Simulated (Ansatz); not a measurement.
Program: Ansatz. Geometries: PBE0-D4/def2-TZVP. ΔE: electronic, gas phase. CCSD(T)/CBS is the MP2 limit (def2-TZVPP, def2-QZVPP) plus CCSD(T) − MP2 in def2-TZVPP, frozen cores. Functionals use def2-TZVPP. B3LYP here is the variant with VWN-RPA as its local correlation; programs differ in this. Elements past krypton have def2 core potentials. For Cd outer-core shells are correlated without core-valence functions, which leaves a few kJ/mol of doubt a bond. Each species was taken in one conformer, which may not be the lowest.

`C[Si@H](F)[C@@H](F)Cl` + `C[CH2][Cd][CH3]` → `F[SiH2]C(F)Cl` + `[CH3][Cd][CH](C)C`  (redistribution)

`C[Si@H](F)[C@@H](F)Cl`:

```xyz
11

C    -0.657    1.208    0.765
Si   -0.208   -0.562    0.513
F     0.798   -1.071    1.647
C     0.694   -0.799   -1.149
F    -0.164   -0.471   -2.171
Cl    2.126    0.253   -1.223
H     0.234    1.838    0.771
H    -1.190    1.342    1.709
H    -1.310    1.544   -0.046
H    -1.382   -1.469    0.513
H     1.058   -1.813   -1.328
```

`C[CH2][Cd][CH3]`:

Cartesian coordinates in Å:
```
C -1.880 1.114 0.414
C -0.378 1.363 0.310
Cd 0.794 -0.353 -0.151
C 1.961 -2.059 -0.610
H -2.122 0.387 1.194
H -2.430 2.032 0.652
H -2.298 0.728 -0.520
H -0.171 2.116 -0.457
H 0.003 1.777 1.248
H 1.527 -2.608 -1.448
H 2.015 -2.730 0.250
H 2.978 -1.766 -0.881
```

`F[SiH2]C(F)Cl`:

```xyz
8

F     0.465   -0.848    1.837
Si    0.736    0.122    0.601
C    -0.626   -0.190   -0.687
F    -0.372    0.583   -1.793
Cl   -2.201    0.255    0.000
H     2.050   -0.225    0.013
H     0.664    1.530    1.042
H    -0.717   -1.228   -1.013
```

`[CH3][Cd][CH](C)C`:

```xyz
15

C     1.428    0.806    2.881
Cd    0.331    0.378    1.120
C    -0.779   -0.054   -0.662
C    -0.877   -1.551   -0.931
C    -0.228    0.682   -1.877
H     1.701   -0.117    3.397
H     2.344    1.349    2.641
H     0.834    1.418    3.563
H    -1.790    0.324   -0.466
H     0.105   -1.999   -1.109
H    -1.481   -1.752   -1.828
H    -1.338   -2.096   -0.103
H     0.795    0.370   -2.113
H    -0.833    0.475   -2.772
H    -0.214    1.766   -1.740
```

(1) Is it downhill or uphill in electronic energy at CCSD(T)/CBS, and by how much? (Best estimate.)

(2) What do these levels give: B3LYP-D4, ωB97M-V, B2PLYP, PBE, r2SCAN, PBE0, B3LYP, CCSD/def2-TZVPP, CCSD(T)/def2-TZVPP, HF/def2-QZVPP, MP2/def2-QZVPP, HF/CBS(def2)? (An estimate is asked.)

Largest T1 diagnostic among the species: 0.012.

Answers

(1) Computed: Uphill: ΔE = +65.0 kJ/mol.

(2) Computed: B3LYP-D4 66.5, ωB97M-V 69.9, B2PLYP 65.8, PBE 66.8, r2SCAN 70.1, PBE0 68.3, B3LYP 67.1, CCSD/def2-TZVPP 63.8, CCSD(T)/def2-TZVPP 63.0, HF/def2-QZVPP 65.4, MP2/def2-QZVPP 63.7, HF/CBS(def2) 65.4 kJ/mol.
